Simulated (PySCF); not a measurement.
CHS₂, SMILES [SH+]=C=S, charge +1. The structure is a stationary point at PBE-D3(BJ)/def2-TZVP. The isomer is the one that the SMILES or the coordinates give; other isomers of the formula were not compared.

Give the equilibrium geometry at PBE-D3(BJ)/def2-TZVP (PySCF confirms it by a frequency run) as Cartesian coordinates in Å, and its point group. (An estimate is asked for; the answer gives what the named calculation found.)

point group Cs.
```xyz
4

S     -0.0006     1.6113     0.0000
C      0.0272     0.0964     0.0000
S     -0.0889    -1.5396     0.0000
H      1.2698    -1.7250     0.0000
```
Charge +1, spin multiplicity 1.
